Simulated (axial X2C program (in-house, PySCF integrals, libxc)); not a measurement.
## Outer orbitals of ScP⁻ at 2.212 Å, PBE0

All values were computed with an axial X2C code built on PySCF integrals. Spin-free means the one-electron spin-free X2C Hamiltonian; two-component (2c) means X2C with spin–orbit coupling and atomic mean-field two-electron Coulomb and Gaunt terms, so the difference of the two also holds small scalar two-electron terms. Basis: Sc dyall-acv3z [11s12p8d5f2g], P dyall-av3z [9s8p3d2f] (cores contracted in-house); Gaussian nuclei, density fitting, unrestricted open shells. Masses: Sc 44.956 u, P 30.974 u.

The distance is close to the 2c PBE0 minimum; the highest filled and lowest empty levels are listed.

Spin-free orbitals, state M_S = 1/2, Λ = 0 (beyond evenly filled blocks: σα) (Löwdin shares):

| symmetry | occupied | ε (eV) | atomic character |
| --- | --- | --- | --- |
| π-α | yes | -31.29 | 99% Sc p |
| π+α | yes | -31.29 | 99% Sc p |
| σα | yes | -31.16 | 97% Sc p |
| π-β | yes | -31.13 | 99% Sc p |
| π+β | yes | -31.13 | 99% Sc p |
| σβ | yes | -30.64 | 97% Sc p |
| σα | yes | -8.95 | 64% P s, 12% Sc d, 12% Sc p |
| σβ | yes | -8.63 | 65% P s, 11% Sc p, 11% Sc d |
| σα | yes | -1.35 | 58% P p, 18% Sc s, 12% Sc d |
| σβ | yes | -0.71 | 54% P p, 26% Sc s, 8% Sc d |
| π-α | yes | -0.62 | 55% P p, 30% Sc d, 9% Sc p |
| π+α | yes | -0.62 | 55% P p, 30% Sc d, 9% Sc p |
| π-β | yes | -0.56 | 56% P p, 30% Sc d, 9% Sc p |
| π+β | yes | -0.56 | 56% P p, 30% Sc d, 9% Sc p |
| σα | yes | -0.24 | 44% Sc s, 20% Sc d, 16% Sc p |
| σβ | no | 1.56 | 50% Sc s, 22% Sc p, 14% P p |
| σα | no | 1.61 | 82% Sc p, 13% Sc s, 3% Sc d |
| π-α | no | 1.67 | 94% Sc p, 5% Sc d |
| π+α | no | 1.67 | 94% Sc p, 5% Sc d |

Spinors with spin–orbit coupling (state Ω = 1/2):

| ω | occupied | ε (eV) | atomic character | λ mixture |
| --- | --- | --- | --- | --- |
| -1/2 | yes | -31.49 | 99% Sc p | 94% π, 6% σ |
| 1/2 | yes | -31.44 | 98% Sc p | 64% π, 36% σ |
| 3/2 | yes | -31.10 | 99% Sc p | 100% π |
| 1/2 | yes | -30.96 | 98% Sc p | 64% σ, 36% π |
| -3/2 | yes | -30.94 | 99% Sc p | 100% π |
| -1/2 | yes | -30.55 | 97% Sc p | 94% σ, 6% π |
| 1/2 | yes | -8.95 | 64% P s, 12% Sc d, 12% Sc p | 100% σ |
| -1/2 | yes | -8.63 | 65% P s, 11% Sc p, 11% Sc d | 100% σ |
| 1/2 | yes | -1.35 | 58% P p, 18% Sc s, 12% Sc d | 100% σ |
| -1/2 | yes | -0.71 | 54% P p, 25% Sc s, 9% Sc d | 97% σ, 3% π |
| -1/2 | yes | -0.63 | 55% P p, 30% Sc d, 9% Sc p | 97% π, 3% σ |
| 3/2 | yes | -0.61 | 55% P p, 31% Sc d, 9% Sc p | 100% π |
| 1/2 | yes | -0.58 | 56% P p, 30% Sc d, 9% Sc p | 100% π |
| -3/2 | yes | -0.55 | 56% P p, 30% Sc d, 9% Sc p | 100% π |
| 1/2 | yes | -0.24 | 44% Sc s, 20% Sc d, 16% Sc p | 100% σ |
| -1/2 | no | 1.56 | 50% Sc s, 22% Sc p, 14% P p | 100% σ |
| 1/2 | no | 1.61 | 81% Sc p, 14% Sc s, 3% Sc d | 100% σ |
| -1/2 | no | 1.67 | 94% Sc p, 5% Sc d | 100% π |
| 3/2 | no | 1.67 | 94% Sc p, 5% Sc d | 100% π |

Mulliken charges and populations of the two-component result (they depend on the basis, above all on diffuse functions):

Sc -0.43 e (s 7.13 p 12.68 d 1.58 f 0.04 g 0.01), P -0.57 e (s 5.90 p 9.65 d 0.01). ⟨Lz⟩ = 0.00 ħ and ⟨Sz⟩ = 0.50 ħ (0.39 and 0.11 on the two atoms), which add up to Ω.

The state is a single determinant with fixed occupations, the lowest that a limited PBE0 search found. Density functionals use the spin component along the axis (collinear). The highest occupied level is positive at some bond lengths even in Hartree–Fock (under at least one Hamiltonian), so the basis set holds the extra electron there; where that holds at Re the anion is at best weakly bound and its constants depend on the basis.
